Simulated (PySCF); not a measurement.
# Electron correlation in I⁺ (iodine, charge +1)

[Kr] 4d10 5s2 5p4, high-spin 3P determinant. Computed with PySCF 2.14 in aug-cc-pVTZ-DK3, with the spin-free X2C one-electron Hamiltonian (Gaussian nucleus). Frozen: [Kr] 4d10; 6 electrons correlated.

```csv
level,correlation energy (mhartree)
CCSD,-105.83
(T),-2.97
CCSD(T),-108.80
```

Diagnostics: T1 = 0.0076, D1 = 0.0229, largest double amplitude 0.033.

Question: Is a single reference adequate?

Answer: Yes, within this model without spin-orbit coupling: T1 lies below 0.03 and no double amplitude reaches 0.07.
